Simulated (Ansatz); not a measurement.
Species: CrF₄, charge 0, multiplicity 3. The spin state was set by rule; other spins were not relaxed. 
Geometry from a B3LYP-D3(BJ)/def2-TZVP (Ansatz, a program for electronic structure) optimisation:
```xyz
5

Cr     0.0000     0.0000     0.0000
F      1.5679    -0.3177    -0.6010
F      0.1146     0.6396     1.5806
F     -0.7815     1.1298    -1.0164
F     -0.9009    -1.4517     0.0368
```
Charge 0, spin multiplicity 3.

Total electronic energies in hartree. Valence correlation only, unless marked. UHF or UKS for open shells. No spin-orbit coupling. The frozen core is the preceding noble-gas configuration, with the filled d and f shells of earlier blocks. No relativistic terms. CBS marks a two-point X^-3 extrapolation of the correlation energy; Hartree-Fock from the larger set. The bracket is a focal-point correction in the basis named.

```json
[
 {"level": "RI-HF/def2-TZVPP", "program": "Ansatz", "energy (Eh)": "-1441.31932"},
 {"level": "PBE/def2-TZVPD", "program": "Ansatz", "energy (Eh)": "-1443.61861"},
 {"level": "PBE-D3(BJ)/def2-TZVPD", "program": "Ansatz + dftd3", "energy (Eh)": "-1443.62112"},
 {"level": "r2SCAN-D4/def2-TZVPD", "program": "Ansatz + dftd4", "energy (Eh)": "___"},
 {"level": "PBE0/6-31G*", "program": "Ansatz", "energy (Eh)": "___"},
 {"level": "PBE0/def2-TZVP", "program": "Ansatz", "energy (Eh)": "-1443.57789"},
 {"level": "LC-wPBE/def2-TZVPD", "program": "Ansatz", "energy (Eh)": "-1443.77270"},
 {"level": "B2PLYP-D4/def2-TZVPD", "program": "Ansatz + dftd4", "energy (Eh)": "-1443.71348"},
 {"level": "MP2/def2-SVP", "program": "Ansatz", "energy (Eh)": "-1441.55976"},
 {"level": "SCS-MP2/6-31G*", "program": "Ansatz", "energy (Eh)": "-1441.86805"},
 {"level": "CCSD/6-31G", "program": "Ansatz", "energy (Eh)": "-1441.58497"},
 {"level": "CCSD/6-31G*", "program": "Ansatz", "energy (Eh)": "-1441.90700"},
 {"level": "CCSD/def2-TZVPP", "program": "Ansatz", "energy (Eh)": "-1442.52748"},
 {"level": "CCSD(T)/def2-SVP", "program": "Ansatz", "energy (Eh)": "-1441.58279"},
 {"level": "RI-MP2/CBS(def2-TZVPP,def2-QZVPP)+[CCSD(T)-MP2]/def2-TZVPP", "program": "Ansatz", "energy (Eh)": "-1442.8148"}
]
```

**Question.** Some entries are withheld; supply them.

**Answer.** 
- r2SCAN-D4/def2-TZVPD, energy (Eh): -1444.03087
- PBE0/6-31G*, energy (Eh): -1443.30140
